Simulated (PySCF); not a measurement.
Isomers of C6H10O, one conformer each; single-point electronic energies without zero-point terms and without any empirical dispersion term.

Computed with PySCF at PBE0/pcSseg-1, non-relativistic, each on one gas-phase PBE0-D3(BJ)/def2-SVP geometry that isn't relaxed in the solvent. The solvent is an IEF-PCM continuum (cavity from Bondi-type radii × 1.2). Specific hydrogen bonds and non-electrostatic terms are outside this model.

| isomer | relative energy, gas (kcal/mol) | dipole (D) |
| --- | --- | --- |
| `O=C1CCCCC1` | 0.0 | 3.24 |
| `CC(=O)C=C(C)C` | 14.8 | 3.00 |
| `C1CC[C@H]2O[C@H]2C1` | 23.1 | 1.91 |

Q: How do the relative energies look in chloroform (ε = 4.711)?

A: 
```csv
isomer,"relative energy, solvent (kcal/mol)",E(solvent) − E(gas) (kcal/mol),dipole in solvent (D)
`O=C1CCCCC1`,0.0,-3.8,3.93
`CC(=O)C=C(C)C`,14.8,-3.8,3.75
`C1CC[C@H]2O[C@H]2C1`,24.5,-2.4,2.34
```

The order is unchanged. Conformers: `[O:1]=[C:2]1[CH2:3][CH2:4][CH2:5][CH2:6][CH2:7]1` with O1–C2–C3–C4 132°, C2–C3–C4–C5 52°, C3–C4–C5–C6 -56°, C4–C5–C6–C7 56°; `[CH3:1][C:2](=[O:3])[CH:4]=[C:5]([CH3:6])[CH3:7]` with C1–C2–C4–C5 179°; `[CH2:1]1[CH2:2][CH2:3][C@H:4]2[O:5][C@H:6]2[CH2:7]1` with C7–C1–C2–C3 -63°, C1–C2–C3–C4 41°, C2–C3–C4–O5 -78°, C3–C4–O5–C6 113°. The gains span 1.4 kcal/mol, the gas-phase energies 23.1 kcal/mol.
